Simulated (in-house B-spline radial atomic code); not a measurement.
How numerical settings move a run on Tc+, [Kr] 4d5 5s1. Computed with an all-electron radial atomic-structure program (B-spline basis): Dirac-Hartree-Fock, average of configuration, Fermi nucleus of rms radius 4.41117 fm.

Command:
```bash
python run_scf.py task.json out
```
Settings of the sound reference run:
```
Z                43
electrons        42
configuration    [Kr] 4d5 5s1
hamiltonian      dirac
method           hf
spin_polarised   False
nucleus          fermi
rms_radius       4.41117
mass_number      97
atomic_mass      96.90636
speed_of_light   137.036
knot_spacing     0.22
spline_order     8
gauss_points     12
box_radius       35.29
max_iterations   70
damping          0.5
damped_steps     3
diis_vectors     10
tolerance        1e-08
start            Thomas-Fermi
```

Run time, properties included: 1.5 s on 1 thread of Intel(R) Xeon(R) Platinum 8375C CPU @ 2.90GHz, on a shared host.

It converges in 10 iterations to -4283.878361 hartree, with 5s1/2 at -13.6484 eV. The other runs change the listed settings, some to values that make no sense; their results aren't properties of the atom or ion. Radii are in bohr (the nuclear one in fm), a minus after a letter asks for a j subshell, and «unchanged» means within 1e-8 hartree. The run stops when the residual is below 10 × tolerance × max(1, Z/10), or a noise floor if that is larger, and the energy moves by less than 1e-8 × √|E| hartree; so very loose and very tight tolerances often act alike.

```tsv
changed settings	outcome
start = bare nucleus	converged in 12 iterations, energy unchanged, 5s1/2 level +1.6e-06 eV
max_iterations = 3	not converged after 3 iterations, last residual 5.2e-02, last energy +1.54e-01 hartree from the reference
spline_order = 6, max_iterations = 60, damped_steps = 0	converged in 8 iterations, energy +3.15e-06 hartree from the reference, 5s1/2 level +1.2e-06 eV
box_radius = 7.06, max_iterations = 12	converged in 10 iterations, energy +4.54e-03 hartree from the reference, 5s1/2 level +1.1e-01 eV (the program warns: 5s1/2 reaches the box edge; 4d3/2 reaches the box edge)
first_knot = 2.33e-06, max_iterations = 100, damped_steps = 8, start = bare nucleus	converged in 15 iterations, energy -1.63e-08 hartree from the reference, 5s1/2 level -1.1e-06 eV
spin_polarised = True	stopped with error: spin polarisation is not served with the Dirac Hamiltonian
max_iterations = 12	converged in 10 iterations, energy unchanged
damped_steps = 8	converged in 13 iterations, energy unchanged
damped_steps = 30	converged in 20 iterations, energy unchanged, 5s1/2 level -1.1e-05 eV
max_iterations = 2	not converged after 2 iterations, last residual 2.2e-01, last energy +1.97e+00 hartree from the reference
spline_order = 3, box_radius = 17.64, max_iterations = 60, diis_vectors = 2	converged in 13 iterations, energy +1.17e-01 hartree from the reference, 5s1/2 level +9.3e-03 eV
electrons = 43, configuration = [Kr] 4d5 5s1 6p-1, max_iterations = 75	converged in 10 iterations to -4283.9344 hartree, a different physical problem (warning: 6p1/2 reaches the box edge)
```

Question: What happens with damped_steps = 1?

Answer: Converged in 9 iterations, energy unchanged, 5s1/2 level +5.8e-06 eV.

Question: What happens with max_iterations = 8?

Answer: Not converged after 8 iterations, last residual 2.7e-05, last energy +2.00e-08 hartree from the reference.

Question: What happens with damped_steps = 0?

Answer: Converged in 8 iterations, energy unchanged, 5s1/2 level +8.3e-07 eV.

Question: What happens with max_iterations = 5?

Answer: Not converged after 5 iterations, last residual 7.7e-03, last energy +2.60e-03 hartree from the reference.
